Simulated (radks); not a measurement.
The numbers below are computed, except where a source is named.
Q: Species: C. Configuration: [He] 2s2 2p2 (the NIST ground configuration). Level of theory: non-relativistic Kohn-Sham, SCAN, spin-polarised, spherical densities, point nucleus; open shells are filled with parallel spins first; meta-GGA in the generalised Kohn-Sham scheme (a radial shooting solver on a logarithmic mesh with Libxc functionals). Some entries of the table are withheld. Estimate them.

orbital  occ.  eigenvalue (hartree)  <1/r> (bohr^-1)
1s up       1             -10.17949              (1)
1s down     1             -10.14266              (2)
2s up       1              -0.57925           0.9304
2s down     1              -0.43823           0.8842
2p up       2              -0.23479           0.7864

A: 
(1) 1s up <1/r> (bohr^-1): 5.643
(2) 1s down <1/r> (bohr^-1): 5.660
